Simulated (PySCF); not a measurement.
Potential energy surface of H3S (cation, charge +1), singlet: umbrella (inversion) coordinate, bond length relaxed. Scanned: angle between the S-H bonds and the threefold axis (90 = planar). Other coordinates (S-H bond length) were minimised at PBE0/def2-TZVP.

Method: CCSD(T) on RHF/cc-pVTZ, 5 core orbitals frozen (PySCF).

Scanned values (°): 90, 93, 96, 99, 102, 105, 108, 111, 114, 117, 120, 123, 126, 129, 132.

**Question.** Locate the minima and the barriers on this grid.

**Answer.** Lower than their neighbours: 123° (0.000 eV). Higher than their neighbours: 90° (1.343 eV, end of the scan), 132° (0.337 eV, end of the scan). The whole profile spans 1.343 eV.
